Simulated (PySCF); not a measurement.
# Correlation energy of F⁻ (fluorine, charge -1)

[Ne], closed-shell 1S. All numbers are calculated (PySCF 2.14, scalar relativity by spin-free X2C-1e, in aug-cc-pVDZ-DK (4s3p2d, 23 functions)). Frozen: 1s2; 8 electrons correlated.

```
  level  correlation energy (mhartree)
   CCSD                        -234.61
    (T)                          -5.96
CCSD(T)                        -240.57
  CCSDT                        -240.90
```

Diagnostics: T1 = 0.023, D1 = 0.0374, largest double amplitude 0.037.

Cost of the coupled-cluster step: about 0.19 core-seconds, for 8 correlated electrons.
